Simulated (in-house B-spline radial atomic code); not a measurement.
A run on an ion of nuclear charge 65 with 64.97 electrons that did not converge. Method: scalar-relativistic (X2C) wB97X, spin-polarised, spherical fractional occupations, Fermi nucleus of rms radius 5.06 fm; computed with a B-spline radial code for spherical atoms.

Command:
```bash
python run_scf.py task.json out
```
Settings (nuclear radius in fm, mass in u):
```
Z                65
configuration    [Xe] 4f9 6s1.97
hamiltonian      x2c
method           wb97x
spin_polarised   True
nucleus          fermi
rms_radius       5.06
atomic_mass      158.92535
speed_of_light   137.035999084
```

First and last ten iterations of the last attempt (damped for 15 steps, keeping 80 % of the old Fock matrix, then DIIS):
```
 iter        energy (Eh)    residual
    1      -11664.398363    7.01e-01
    2      -11670.705755    1.34e+00
    3      -11689.389760    8.95e-01
    4      -11699.409013    5.63e-01
    5      -11704.462038    3.72e-01
    6      -11706.849091    2.49e-01
    7      -11707.913363    1.61e-01
    8      -11708.374650    1.01e-01
    9      -11708.580131    6.79e-02
   10      -11708.679801    5.24e-02
  111      -11708.821330    5.48e-03
  112      -11708.822473    4.58e-03
  113      -11708.824382    2.45e-03
  114      -11708.824260    2.56e-03
  115      -11708.823985    2.75e-03
  116      -11708.823871    2.82e-03
  117      -11708.822955    3.94e-03
  118      -11708.813132    9.70e-03
  119      -11708.823505    3.14e-03
  120      -11708.824912    4.37e-04
 not converged after 120 iterations
```

The smallest residual met was 4.2e-04; the threshold is about 6e-07. No energy from this run should be used. Run time, properties included: 46 s on 1 thread of Arm Neoverse V2, on a shared host.
